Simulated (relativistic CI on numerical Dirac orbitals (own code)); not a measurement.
## What each ingredient does to the levels of Ca2+

Base calculation: Dirac-Coulomb-Breit CI, separate exchange-only KLI orbitals for each configuration, model QED (radiative potential, 1s self-energy scaled to tabulated hydrogen-like ionisation energies), valence Slater integrals scaled by 0.85, P86 correlation energy added to each configuration.

Configurations in the expansion (outside the closed core [Ne]): 3s2 3p6, 3s2 3p5 3d, 3s2 3p5 4s, 3s 3p6 3d, 3s2 3p5 4p, 3s2 3p5 4d, 3s2 3p5 5s, 3s2 3p5 5p, 3s2 3p5 4f, 3s2 3p5 5d, 3s2 3p5 6s, 3s2 3p5 6p, 3s2 3p5 5f, 3s2 3p5 5g, 3s2 3p5 6d, 3s 3p6 4s, 3p6 3d2, 3p5 3d3, 3p5 3d2 4s, 3p5 3d2 4p, 3p5 3d2 4d, 3p5 3d2 5s. Double excitations out of closed p, d and f shells are left out; levels of such configurations are missing from the list, as are those of other unlisted configurations, and high levels can miss mixing partners. These lack a partner that the ground configuration has and come out too high: 3s2 3p5 5p, 3s2 3p5 4f, 3s2 3p5 5d, 3s2 3p5 6s, 3s2 3p5 6p.

Variants: (1) no correlation estimate; (2) Slater integrals left unscaled; (3) QED terms removed; (4) only the first 3 configurations. Shifts of the energy above 3s2 3p6 1S_0, in cm⁻¹, for the lowest level and the first level of each name with at least 55 % of one term (blank where a level changes its place among those of its configuration and J or its character, or is not in the variant):

| Level | Base | Δ(1) | Δ(2) | Δ(3) | Δ(4) | Measured |
| --- | --- | --- | --- | --- | --- | --- |
| 3s2 3p6 1S_0 | 0.0 | 0.0 | 0.0 | 0.0 | 0.0 | 0.0 |
| 3s2 3p5 3d 3P°_0 | 204438.9 | -1836.9 | -3042.4 | -4.7 | +235.3 | 203373.2 |
| 3s2 3p5 3d 3P°_1 | 204911.7 | -1837.1 | -3032.7 | -6.0 | +238.8 |  |
| 3s2 3p5 3d 3P°_2 | 205891.3 | -1837.5 | -3014.6 | -8.8 | +244.3 |  |
| 3s2 3p5 3d 3F°_4 | 212551.3 | -1827.7 | -1656.4 | -5.5 | +39.0 |  |
| 3s2 3p5 3d 3F°_3 | 213658.1 | -1827.8 | -1639.4 | -7.6 | +41.4 | 213379.4 |
| 3s2 3p5 3d 3F°_2 | 214639.4 | -1827.9 | -1643.9 | -10.0 | +43.0 |  |
| 3s2 3p5 3d 3D°_3 | 226946.8 | -1827.2 | +860.3 | -5.7 | +18.5 | 226333.6 |
| 3s2 3p5 3d 1D°_2 | 227370.6 | -1826.4 | +800.5 | -7.1 | +6.9 | 225826.2 |
| 3s2 3p5 3d 3D°_1 | 228092.0 | -1826.6 | +822.6 | -8.6 | +7.0 | 227432.1 |
| 3s2 3p5 3d 3D°_2 | 228252.4 | -1826.4 | +814.8 | -9.7 | +5.8 | 227388.6 |
| 3s2 3p5 3d 1F°_3 | 229088.4 | -1829.4 | +951.2 | -9.9 | +56.0 | 228414.0 |
| 3s2 3p5 4s 3P°_2 | 244887.7 | -6109.3 | -226.1 | -35.8 | +177.9 | 242547.2 |
| 3s2 3p5 4s 3P°_1 | 246273.6 | -6107.4 | -120.1 | -37.6 | +178.0 | 243930.4 |
| 3s2 3p5 4s 3P°_0 | 248005.0 | -6109.6 | -222.3 | -43.8 | +182.2 | 245611.9 |
| 3s2 3p5 4s 1P°_1 | 250029.7 | -6095.8 | +324.8 | -41.0 | +181.4 | 247696.4 |
| 3s2 3p5 4p 3S_1 | 272851.0 | -6587.1 | -1579.3 | -15.5 |  | 272188.7 |
| 3s2 3p5 4p 3D_3 | 278354.3 | -6581.3 | -295.1 | -15.2 |  | 277022.4 |
| 3s2 3p5 4p 3D_2 | 278750.7 | -6581.0 | -214.3 | -14.9 |  | 277380.9 |
| 3s2 3p5 4p 3D_1 | 279964.6 | -6581.1 | -164.1 | -17.1 |  | 278621.0 |
| 3s2 3p5 3d 1P°_1 | 280526.6 | -3116.1 | +9831.7 | -10.2 | +16858.7 | 279353.6 |
| 3s2 3p5 4p 3P_0 | 283141.5 | -6580.9 | +302.6 | -18.9 |  | 282075.2 |

For a near-neutral ion this model can misplace configurations by up to about 10,000 cm⁻¹ (more where the count of f electrons changes) and terms by 10 to 25 % of their spread. Rates follow the energies as ν³ (E1, M1) or ν⁵ (E2), so they and the lifetimes can be off by large factors. The fine structure of a lone outer electron comes out too small, for d and f at times inverted, and misplaced configurations move strength between like terms. 39 of the 51 excited levels that our extract of the measured tables holds in this range could be paired (the sources list more); they are missed by 1808 cm⁻¹ on average and 3898 at most, and levels without a partner can miss by more.

Measured levels: Sugar and Corliss, J. Phys. Chem. Ref. Data 8, 865 (1979).

Ionisation energy from the two ground configurations alone: base 51.07 eV; no correlation estimate 49.77 eV. The NIST ASD value (measured) is 50.9132 eV.

LS names give the leading component of a level, which can be under half, so a name can repeat, a term be missing and a line seem to break the LS rules.
